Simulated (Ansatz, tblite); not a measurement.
Forces on Cr2S3 at its PBE0-D4/def2-SVP geometry. Charge 0, multiplicity 1.

The xTB rows come from tblite. At PBE-D4/def2-TZVP the restricted singlet is unstable: a solution with broken spin symmetry lies lower. Another isomer (singlet) lies 0.86 eV lower at PBE0-D4/def2-TZVP; other spin states weren't run for this one.

GFN1-xTB (tblite), largest force 118.89 eV/Å:

```xyz
5
positions Å, forces eV/Å
Cr    0.112   -0.103   -0.887   58.935  -35.370  -97.007
Cr   -0.691    0.379    0.434  -58.988   35.386   96.969
S    -1.847    0.865   -1.438    0.350   -0.162    0.272
S     1.685    0.357    0.901   -0.823   -1.266   -0.055
S     0.741   -1.498    0.990    0.526    1.412   -0.178
```

GFN2-xTB (tblite), largest force 99.37 eV/Å:

```
Cr 49.027 -29.457 -81.258
Cr -49.532 29.687 80.867
S -0.780 0.370 -0.609
S 0.389 -0.802 0.522
S 0.896 0.202 0.479
```

PBE-D4/def2-TZVP (Ansatz), largest force 3.07 eV/Å:

```
Cr 1.640 -0.958 -2.413
Cr -1.416 0.840 2.591
S -0.196 0.096 -0.153
S -0.203 -0.380 -0.001
S 0.174 0.402 -0.023
```
